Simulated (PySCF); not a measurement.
Computed shifts of a molecule C2H7GeN, PBE/pcSseg-1 (PySCF), GIAO, gas phase, atoms alike by connectivity averaged where their shifts nearly agree, in ppm (number of nuclei): ¹⁵N: 18.6 (1). ¹³C: 150.5 (1), 140.1 (1). ¹H: 6.80 (1), 6.53 (1), 6.29 (1), 5.29 (1), 5.02 (1), 0.26 (1), -0.02 (1). References: ⁷³Ge against GeH4 (σ = 1614.4 ppm); ¹⁵N against NH3 (σ = 267.0 ppm); ¹³C against TMS (σ = 182.0 ppm); ¹H against TMS (σ = 31.49 ppm), references at their B3LYP-D3(BJ)/def2-TZVP geometries, non-relativistic. Geometry: B3LYP-D3(BJ)/def2-SVP. Other conformers were not sampled.

Problem. Pick the molecule that these values belong to.
A) C/N=[CH]\[GeH3]
B) C=[CH][GeH2][NH2]
C) C[N](C)[GeH]
D) C/C=[N]\[GeH3]

Solution. B, C=[CH][GeH2][NH2]
